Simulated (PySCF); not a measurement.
C6H8NS (charge +1).
Atom-mapped SMILES: `[NH2:1][CH2:2][c:3]1[cH:4][cH:5][cH:6][cH:7][s+:8]1` (hydrogens: H9, H10 on N1; H11, H12 on C2; H13 on C4; H14 on C5; H15 on C6; H16 on C7)

The geometry is computed with GFN2-xTB (gas phase).

Q: What internal coordinates does the optimisation give?

A: 
```
          bond  length (Å)
         N1–C2       1.442
         C2–C3       1.502
         C3–C4       1.383
         C4–C5       1.385
         C5–C6       1.397
         C6–C7       1.367
         C7–S8       1.697
         C3–S8       1.709
 N1–H9, N1–H10       1.012
C2–H11, C2–H12       1.101
        C4–H13       1.083
        C5–H14       1.080
        C6–H15       1.081
        C7–H16       1.080
```

Bonds in one row agree within 0.01 Å and their mean is given. A selection of angles:
```
     angle  degrees
  C2–N1–H9    112.2
 H9–N1–H10    108.6
  N1–C2–C3    110.4
 N1–C2–H11    108.2
 N1–C2–H12    115.1
 C3–C2–H11    107.1
 C3–C2–H12    109.3
H11–C2–H12    106.5
  C2–C3–C4    121.0
  C2–C3–S8    116.7
  C4–C3–S8    122.3
  C3–C4–C5    124.2
 C3–C4–H13    115.7
 C5–C4–H13    120.1
  C4–C5–C6    122.9
 C4–C5–H14    118.6
 C6–C5–H14    118.5
  C5–C6–C7    122.5
 C5–C6–H15    119.1
 C7–C6–H15    118.4
  C6–C7–S8    124.6
 C6–C7–H16    121.6
 S8–C7–H16    113.8
  C3–S8–C7    103.5
 H10–N1–C2    112.0
```

Torsions: N1–C2–C3–C4 -21° (synperiplanar). The mirror-image conformer, all signs reversed, is as good.

C6 (aromatic CH carbon) is planar (angles 122.5°, 119.1° and 118.4°, sum 360.0°, 0.00 Å off the plane of its three neighbours). Of the pairs four or more bonds apart, N1···H13 is among the closest relative to their van der Waals radii: 2.32 Å, 85 % of the sum of Bondi's values. The C–C distances run from 1.367 Å (C6–C7, aromatic) to 1.502 Å (C2–C3, drawn single), a spread of 0.135 Å. S8 (ring sulfur) is bent (angle 103.5°). C7 (aromatic CH next to a ring sulfur) is planar (angles 124.6°, 121.6° and 113.8°, sum 360.0°, 0.00 Å off the plane of its three neighbours). N1 (primary amine nitrogen) is pyramidal (angles 112.2°, 112.0° and 108.6°, sum 332.8°, 0.35 Å off the plane of its three neighbours). The 6-membered ring C3–C4–C5–C6–C7–S8 has internal angles of 103.5° to 124.6° (sum 720°, against 720° for a flat polygon); it is planar, 0.00 Å rms from its mean plane, widest ring torsion 1°.

Point group: C1 (no symmetry element, even within 0.4 Å). Not checked by GFN2-xTB frequencies. Torsions: H–N1–C2–C3 -78° and 160°, N1–C2–C3–C4 -21°.
